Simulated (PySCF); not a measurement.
## UHF on Pm⁵⁸⁺ (promethium, charge +58)

Configuration: [He] 2s1, 2S determinant. All numbers are calculated (PySCF 2.14, scalar relativity by spin-free X2C-1e, in an uncontracted even-tempered set (19 s from 34 bohr⁻², ratio 2.2; 8 p from 52 bohr⁻², ratio 2.4; 5 d from 160 bohr⁻², ratio 2.4; 5 f from 230 bohr⁻², ratio 2.4; 4 g from 350 bohr⁻², ratio 2.4)).

```
Total energy             : -4353.744538 hartree
One-electron energy      : -4422.5564 hartree
Hartree (Coulomb) energy : 117.9941 hartree
Exchange energy          : -49.1821 hartree
⟨S²⟩                     : 0.7500
⟨L²⟩                     : 0.000
Sum of ⟨r⟩               : 0.1376 bohr
Sum of ⟨r²⟩              : 0.01157 bohr²
```

```csv
shell,electrons,mean orbital energy (eV),"rms radius, mean of both spins (bohr)"
1s α,1,-51918.0,0.0262
1s β,1,-51870.2,0.0262
2s α,1,-12810.7,0.101
```

Densities and radii are taken from the X2C orbitals without a picture-change correction, which distorts them close to the nucleus.
